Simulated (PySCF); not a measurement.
A side-by-side comparison of computed properties.

First species: C₉H₉N.
Cartesian coordinates in Å at the GFN2-xTB level; atoms count from 1:
```xyz
19
C9H9N angstrom
N     -3.1109    0.8668    0.0465
C     -2.9369   -0.3951    0.0109
C     -1.6660   -1.0521   -0.0289
C     -0.4090   -0.5005   -0.0266
C     -0.2531    0.9327    0.0074
C      0.8635    1.6927    0.0373
C      2.2379    1.3046    0.0432
C      2.7512    0.0539    0.0056
C      2.0407   -1.1831   -0.0476
C      0.7096   -1.4129   -0.0623
H     -4.0855    1.1556    0.0737
H     -3.7822   -1.1010    0.0096
H     -1.7334   -2.1325   -0.0589
H     -1.2071    1.4460    0.0117
H      0.7068    2.7646    0.0623
H      2.9433    2.1260    0.0787
H      3.8301   -0.0410    0.0133
H      2.6779   -2.0596   -0.0778
H      0.4135   -2.4559   -0.1057
```

Second species: C9H9N.
Atom-mapped SMILES: `[CH3:1][C:2]1=[C:3]([C:4]#[N:5])[CH:6]=[CH:7][C:8]12[CH2:9][CH2:10]2` (hydrogens: H11, H12, H13 on C1; H14 on C6; H15 on C7; H16, H17 on C9; H18, H19 on C10)

Levels: PBE0/pcSseg-1 for dipole moment, HOMO energy, LUMO energy and HOMO–LUMO gap; GFN2-xTB for rotational constant A and rotational constant C. Geometries: GFN2-xTB. Each structure is a single optimised conformer of the isolated species, non-relativistic unless stated; the electronic structure was computed with PySCF and density fitting.

The conformers computed, where there is a choice (atom-mapped SMILES and torsion angles):
- `[H]/[N:1]=[CH:2]/[CH:3]=[C:4]1[CH:5]=[CH:6][CH:7]=[CH:8][CH:9]=[CH:10]1`: N1–C2–C3–C4 1°

Values for the first species:

```
Dipole moment         : 1.56 D
HOMO energy           : -5.60 eV
LUMO energy           : -2.00 eV
HOMO–LUMO gap         : 3.60 eV
Rotational constant A : 3.042 GHz
Rotational constant C : 0.697 GHz
```

Question: Estimate the same properties for the second species, and the change in each.

Answer: 
| property | first | second | second less first |
| --- | --- | --- | --- |
| dipole moment | 1.56 D | 5.81 D | +4.25 D |
| HOMO energy | -5.60 eV | -6.63 eV | -1.03 eV |
| LUMO energy | -2.00 eV | -1.46 eV | +0.54 eV |
| HOMO–LUMO gap | 3.60 eV | 5.17 eV | +1.57 eV |
| rotational constant A | 3.042 GHz | 2.830 GHz | -0.212 GHz |
| rotational constant C | 0.697 GHz | 0.804 GHz | +0.107 GHz |

On the first: In atomic units the dipole is 0.61 e·bohr (1 au = 2.5417 D).

On the second: A dipole of 5.81 D is allowed in Cs, and pure rotational transitions are dipole-allowed. In atomic units the dipole is 2.29 e·bohr (1 au = 2.5417 D).
